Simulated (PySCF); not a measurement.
C₂H₉BN₂O, SMILES NB(NCC)O.

Geometry optimised at PBE0-D3(BJ)/def2-SVP. The structure was generated by enumeration, and PubChem lists no compound with its InChIKey, so it may never have been made. The values are those of a single conformer.

Two levels are set side by side: PBE/def2-TZVP (PySCF) and CAM-B3LYP/def2-TZVP (PySCF). Same geometry, gas phase. Differences are taken from unrounded values.

| quantity | CAM-B3LYP |
|---|---|
| orbital gap (eV) | 9.46 |
| highest occupied level (eV) | -7.97 |
| lowest empty level (eV) | 1.48 |
| dipole moment (D) | 1.70 |
| mean polarisability (bohr³) | 57.5 |

What does PBE give, and how far is it from CAM-B3LYP? (The exact figures need the calculation; the answer reports its results.)


```tsv
quantity	PBE	PBE minus CAM-B3LYP
orbital gap (eV)	5.09	-4.37
highest occupied level (eV)	-5.16	2.81
lowest empty level (eV)	-0.07	-1.55
dipole moment (D)	1.56	-0.14
mean polarisability (bohr³)	60.9	3.4
```

PBE's occupied levels lie high since its potential decays too fast outside the molecule; exact exchange lowers them and widens the gap. PBE's more diffuse valence density responds more strongly to a field. Differences between two approximate levels are no errors against the true value.

Rough cost on one machine, each run with all the roots and properties that it gave: CAM-B3LYP against PBE within a factor of 2.
